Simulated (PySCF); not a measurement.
Molecule: `[SiH3]C[Si@@H]([SiH3])P`, CH11PSi3.

Cartesian coordinates in Å; atom numbers follow the order of the lines, from 1:
```xyz
16

Si   -2.0597   -1.0538   -0.0080
C    -1.0188   -0.3841    1.4097
Si    0.5968    0.4658    0.9204
Si    1.9408   -0.9473   -0.3875
P     0.3287    2.3786   -0.2718
H    -2.5452    0.0580   -0.8810
H    -1.2405   -1.9838   -0.8462
H    -3.2457   -1.8008    0.5116
H    -1.6274    0.3247    1.9978
H    -0.7677   -1.2247    2.0809
H     1.3510    0.8511    2.1562
H     1.4119   -1.0212   -1.7850
H     3.3418   -0.4279   -0.4359
H     1.9566   -2.3307    0.1851
H    -0.7211    2.8806    0.5592
H    -0.5710    1.7809   -1.2071
```

Geometry PBE0-D3(BJ)/def2-SVP throughout; GIAO in PySCF 2.14.0 with density-fitted response routines, gas phase, one conformer, non-relativistic; equivalent atoms averaged; basis pcSseg-1.

Problem. How do the absolute shieldings σ depend on the functional? (a selection of nuclei; ppm; last column core-seconds on shared hosts with different chips, so compare them loosely; the GGAs took longer than the global hybrids here, which isn't the general rule, and the cause wasn't traced)

Solution. 
```csv
functional,kind,Si3,Si1,Si4,P5,H11,H12/H13/H14,H15/H16,H9,H10,core-s
HF,Hartree–Fock,433.6,456.2,483.1,611.1,27.67,28.33,30.05,31.88,31.91,10
LDA,LDA,363.0,401.5,435.7,569.6,25.84,27.09,28.82,30.68,30.46,22
PBE,GGA,378.1,411.4,443.1,569.6,26.49,27.59,29.33,31.07,30.89,26
BLYP,GGA,361.3,400.5,429.4,546.6,26.82,27.86,29.61,31.25,31.07,26
BP86,GGA,375.9,409.4,440.7,566.4,26.57,27.66,29.39,31.14,30.98,26
OPBE,GGA,405.2,430.5,460.7,591.6,26.59,27.64,29.32,31.08,30.95,27
KT2,GGA,404.2,436.5,467.9,590.8,26.48,27.61,29.32,31.07,30.86,28
KT3,GGA,405.6,436.8,465.1,583.9,26.87,27.89,29.56,31.21,31.04,28
B97-D,GGA,384.8,418.7,447.1,562.8,26.93,27.94,29.60,31.32,31.17,26
B3LYP,global hybrid,376.4,411.3,440.3,562.2,26.96,27.91,29.66,31.36,31.24,18
PBE0,global hybrid,395.9,424.1,455.5,587.2,26.73,27.72,29.44,31.24,31.14,18
mPW1PW91,global hybrid,393.8,421.6,452.4,583.1,26.83,27.79,29.52,31.30,31.20,18
WP04,global hybrid,366.8,402.0,424.2,528.5,27.75,28.54,30.10,31.52,31.47,14
B97-2,global hybrid,398.6,426.9,456.6,583.0,26.95,27.89,29.58,31.34,31.25,13
BHandHLYP,global hybrid,397.5,427.4,455.8,581.4,27.21,28.04,29.77,31.52,31.46,13
CAM-B3LYP,range-separated hybrid,385.3,416.9,446.8,573.0,26.98,27.87,29.64,31.40,31.33,19
wB97X-D,range-separated hybrid,397.3,423.3,455.2,584.4,26.94,27.85,29.62,31.44,31.40,19
LC-wPBE,range-separated hybrid,407.9,428.7,460.9,597.5,27.01,27.86,29.60,31.46,31.45,26
```

Problem. Which nucleus among those listed moves most, in ppm?

Solution. P5 (phosphorus bonded to Si, 2 H): from 528.5 ppm with WP04 to 611.1 ppm with HF. The smallest spread is 1.20 ppm, at H9. Proton shifts span only some 12 ppm, so a few tenths of a ppm matter as much there as several ppm in carbon.
